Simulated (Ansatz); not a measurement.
The cluster Mg4O4⁻. The state is a doublet with charge -1. Geometry PBE0-D4/def2-SVPD, basis def2-TZVPD, Ansatz.

```csv
atom,x (Å),y (Å),z (Å)
Mg1,-0.5578,1.3970,-0.7835
Mg2,-0.9487,-0.2170,1.3890
Mg3,1.4432,0.0068,-1.7727
Mg4,0.9800,-1.9044,0.7992
O5,-1.7114,1.3396,0.6872
O6,0.5645,1.5446,-2.3135
O7,0.4755,-0.3700,-0.1893
O8,-0.2452,-1.7968,2.1837
```

```json
{"run": "A", "HOMO (eV)": "-0.52", "LUMO (eV)": "-0.22"}
{"run": "B", "HOMO (eV)": "-2.87", "LUMO (eV)": "2.52"}
{"run": "C", "HOMO (eV)": "-1.26", "LUMO (eV)": "0.74"}
{"run": "D", "HOMO (eV)": "-0.69", "LUMO (eV)": "0.41"}
{"run": "E", "HOMO (eV)": "-0.96", "LUMO (eV)": "0.53"}
{"run": "F", "HOMO (eV)": "-0.54", "LUMO (eV)": "0.19"}
```

The structure comes from a short search, and lower isomers may exist.

HOMO and LUMO are taken over both spins.

**Question.** The runs used B97M-V, HF, PBE, PBE0, r2SCAN, r2SCANh. Estimate which is which.

**Answer.** A B97M-V (0 % exact exchange); B HF (100 % exact exchange); C PBE0 (25 % exact exchange); D r2SCAN (0 % exact exchange); E r2SCANh (10 % exact exchange); F PBE (0 % exact exchange). Exact exchange lowers occupied and raises empty levels; among semilocal functionals meta-GGAs tend to open the gap a little, and such runs are hard to tell apart. The gap grows from 0.30 eV (B97M-V) to 5.40 eV (HF).
